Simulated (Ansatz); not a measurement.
Consider the isomerisation: `[CH3][In]([F])[I]` → `[F][InH][CH2]I`.

Gas-phase electronic energies from Ansatz, PBE0-D4/def2-TZVP geometries. CCSD(T)/CBS is the MP2 limit (def2-TZVPP, def2-QZVPP) plus CCSD(T) − MP2 in def2-TZVPP, frozen cores. Functionals use def2-TZVPP. Elements past krypton have def2 core potentials. For I, In outer-core shells are correlated without core-valence functions, which leaves a few kJ/mol of doubt a bond. Each species was taken in one conformer, which may not be the lowest.

`[CH3][In]([F])[I]`:

Z-matrix (Å, degrees):
```
C
In 1 2.128
H 1 1.090 2 109.1
H 1 1.089 2 109.1 3 119.2
H 1 1.089 2 108.8 3 -120.4
F 2 1.952 1 118.6 3 120.2
I 2 2.642 1 131.1 3 -59.8
```

`[F][InH][CH2]I`:

```xyz
7

F    -0.729   -1.778   -1.601
In   -0.462    0.091   -1.067
C     0.051    0.107    1.006
I     2.200    0.251    0.902
H    -0.610    1.198   -2.343
H    -0.169   -0.829    1.512
H    -0.281    0.959    1.591
```

```
       level  ΔE (kJ/mol)
      B97M-V        190.7
CAM-B3LYP-D4        198.9
```

(1) What does CCSD(T)/CBS give? (Best estimate.)

(2) What do rigid-rotor, harmonic-oscillator terms from PBE0-D4/def2-TZVP frequencies (298.15 K, 1 bar) make of the CCSD(T)/CBS value? (Estimate.)

Largest T1 diagnostic among the species: 0.013.

## Answers

(1) Ansatz gave: +194.8 kJ/mol. The listed levels differ from it by -4.1, 4.1 kJ/mol.

(2) The calculation gave: ΔZPE = -9.6 kJ/mol, ΔH = +183.8 kJ/mol, ΔS = -16 J/(mol·K), ΔG = +188.6 kJ/mol. Modes under 50 cm⁻¹ make the entropy rough.

From r2SCAN to r2SCAN0 (25 % exact exchange), in def2-TZVPP and without D4, ΔE moves by +5.1 kJ/mol. In def2-TZVPP, CCSD(T) changes the Hartree–Fock value by −27.1 kJ/mol (the triples alone add −3.7 kJ/mol) and MP2 by −20.6 kJ/mol.
